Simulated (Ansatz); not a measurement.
Harmonic frequencies (cm⁻¹) at PBE0-D4/def2-TZVP from Ansatz: 14, 61, 84, 170, 186, 222, 278, 332, 426, 443, 634, 640, 736, 740, 795, 833, 836, 889, 914, 921, 932, 961, 964, 2230, 2230, 2234, 2271, 2272, 3923, 3924.

Each molecule was computed in one conformer, which needn't be the lowest.

Question: Which molecule is it?
A. `C=C[SiH2]O[SiH2]F`
B. `O[SiH2]C#C[SiH2]O`
C. `O[SiH](O)C#C[SiH3]`
D. `N[SiH2][SiH2]N`

Answer: B.
